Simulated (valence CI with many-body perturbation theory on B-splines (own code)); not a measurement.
## Which ion has this spectrum?

A relativistic CI+MBPT calculation for an atom or ion with 14 electrons gives these levels (eV):

| J | Parity | E | g |
| --- | --- | --- | --- |
| 0 | even | 0.00 |  |
| 1 | even | 450.45 | 1.49 |
| 2 | even | 460.30 | 1.16 |
| 2 | odd | 634.54 | 1.51 |
| 1 | odd | 663.40 | 1.05 |
| 2 | odd | 685.78 | 0.75 |
| 1 | odd | 733.75 | 0.88 |
| 2 | odd | 810.72 | 1.28 |
| 3 | odd | 812.20 | 1.10 |
| 1 | even | 874.49 | 0.45 |
| 2 | even | 882.40 | 1.12 |
| 2 | even | 918.52 | 1.31 |
| 0 | even | 940.21 |  |
| 3 | even | 994.19 | 1.34 |

The energies are calculated, and their last digits are not significant.

(1) Which is it?
A. Os62+
B. Au65+
C. Re61+
D. Pt64+

## Answers

(1) D. Pt64+, ground level (3s^2 3p1/2^2) J=0.
